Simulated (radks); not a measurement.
Q: Coulomb parameter of the 4f shell of the holmium ion Ho2+ in the model configuration [Xe] 4f9.5 6s1.5, as a second difference U = [E(n + 0.25) + E(n - 0.25) - 2 E(n)] / (0.25)^2 with all orbitals relaxed. "Bare": the charge of the atom changes with n. "Screened": the 6s shell takes up the change at fixed total charge, which measures U(4f,4f) + U(6s,6s) - 2 U(4f,6s). Calculated with a radial shooting solver on a logarithmic mesh with Libxc functionals: scalar-relativistic Kohn-Sham, PBEsol, spin-unpolarised, spherical densities, finite nucleus; Fermi nuclear charge, rms radius 5.2022 fm. Estimate both.

A: U(bare) = 19.000 eV, U(screened by 6s) = 8.287 eV, against the Slater integral F0(4f,4f) = 32.989 eV with frozen orbitals.
